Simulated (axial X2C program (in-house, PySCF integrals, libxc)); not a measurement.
## Outer orbitals of TaCl⁺ at 2.161 Å, PBE0

Computed with an axial X2C code built on PySCF integrals. Spin-free means the one-electron spin-free X2C Hamiltonian; two-component (2c) means X2C with spin–orbit coupling and atomic mean-field two-electron Coulomb and Gaunt terms, so the difference of the two also holds small scalar two-electron terms. Basis: Ta dyall-cv3z [13s14p9d7f4g], Cl dyall-av3z [9s8p3d2f] (cores contracted in-house); Gaussian nuclei, density fitting, unrestricted open shells. Masses: Ta 180.948 u, Cl 34.969 u.

The distance is close to the 2c PBE0 minimum; the highest filled and lowest empty levels are listed.

Spin-free orbitals, state M_S = 3/2, Λ = 0 (beyond evenly filled blocks: σα, δ+α, δ-α) (Löwdin shares):

| symmetry | occupied | ε (eV) | atomic character |
| --- | --- | --- | --- |
| φ-β | yes | -35.21 | 100% Ta f |
| φ+β | yes | -35.21 | 100% Ta f |
| σβ | yes | -29.18 | 72% Cl s, 10% Ta d, 7% Ta p |
| σα | yes | -29.04 | 72% Cl s, 10% Ta d, 7% Ta p |
| σα | yes | -17.24 | 72% Cl p, 16% Ta d, 4% Ta s |
| σβ | yes | -17.17 | 75% Cl p, 13% Ta d, 5% Ta s |
| π-β | yes | -15.98 | 77% Cl p, 12% Ta d, 5% Ta f |
| π+β | yes | -15.98 | 77% Cl p, 12% Ta d, 5% Ta f |
| π+α | yes | -15.96 | 73% Cl p, 16% Ta d, 4% Ta f |
| π-α | yes | -15.96 | 73% Cl p, 16% Ta d, 4% Ta f |
| σα | yes | -12.69 | 49% Ta s, 35% Ta d, 9% Cl p |
| δ+α | yes | -12.15 | 99% Ta d |
| δ-α | yes | -12.15 | 99% Ta d |
| π-α | no | -9.01 | 75% Ta d, 10% Cl p, 6% Ta p |
| π+α | no | -9.01 | 75% Ta d, 10% Cl p, 6% Ta p |
| σβ | no | -8.31 | 63% Ta s, 11% Ta d, 10% Ta p |
| σα | no | -8.17 | 39% Ta p, 32% Ta d, 15% Ta s |

Spinors with spin–orbit coupling (state Ω = 3/2):

```csv
ω,occupied,ε (eV),atomic character,λ mixture
1/2,yes,-35.03,100% Ta f,"51% σ, 49% π"
3/2,yes,-35.01,100% Ta f,"65% π, 35% δ"
-1/2,yes,-35.00,100% Ta f,"62% σ, 38% π"
-3/2,yes,-34.92,100% Ta f,"73% π, 27% δ"
5/2,yes,-34.89,100% Ta f,"76% δ, 24% φ"
-5/2,yes,-34.80,100% Ta f,"85% δ, 15% φ"
7/2,yes,-34.78,100% Ta f,100% φ
-7/2,yes,-34.45,100% Ta f,100% φ
-1/2,yes,-29.16,"72% Cl s, 10% Ta d, 7% Ta p",100% σ
1/2,yes,-29.02,"72% Cl s, 10% Ta d, 8% Ta p",100% σ
1/2,yes,-17.22,"72% Cl p, 16% Ta d, 4% Ta s",100% σ
-1/2,yes,-17.16,"75% Cl p, 13% Ta d, 5% Ta s",100% σ
1/2,yes,-16.02,"77% Cl p, 12% Ta d, 5% Ta f",100% π
-1/2,yes,-16.00,"73% Cl p, 16% Ta d, 4% Ta f",100% π
-3/2,yes,-15.93,"77% Cl p, 12% Ta d, 5% Ta f",100% π
3/2,yes,-15.90,"73% Cl p, 16% Ta d, 4% Ta f",100% π
1/2,yes,-12.69,"49% Ta s, 35% Ta d, 9% Cl p","99% σ, 1% π"
-3/2,yes,-12.41,98% Ta d,"98% δ, 2% π"
5/2,yes,-11.89,98% Ta d,100% δ
-1/2,no,-9.15,"75% Ta d, 10% Cl p, 8% Ta p","98% π, 2% σ"
3/2,no,-8.89,"76% Ta d, 10% Cl p, 6% Ta p","99% π, 1% δ"
-1/2,no,-8.34,"63% Ta s, 12% Ta p, 9% Ta d","99% σ, 1% π"
1/2,no,-8.31,"43% Ta d, 30% Ta p, 13% Ta s","71% σ, 29% π"
```

**Question.** How does the gap between the highest filled and lowest empty level change from the spin-free to the 2c table?

**Answer.** From 3.14 to 2.74 eV at PBE0, a change of -0.40 eV.

Mulliken charges and populations of the two-component result (they depend on the basis, above all on diffuse functions):

Ta 0.97 e (s 10.76 p 24.10 d 23.11 f 14.05 g 0.01), Cl 0.03 e (s 5.95 p 10.96 d 0.05 f 0.01). ⟨Lz⟩ = 0.02 ħ and ⟨Sz⟩ = 1.48 ħ (1.53 and -0.05 on the two atoms), which add up to Ω.

The state is a single determinant with fixed occupations, the lowest that a limited PBE0 search found. Density functionals use the spin component along the axis (collinear). PBE0 can misorder states that lie within some tenths of an eV, so this need not be the ground state of the molecule. The nearest other spin-free determinant of the search, M_S = 1/2, Λ = 2, lies 0.95 eV up at the distance of the search. With several unpaired electrons one determinant need not be a pure state. This is the top spin component of a Σ state; components of lower Ω are not single determinants and can lie lower.
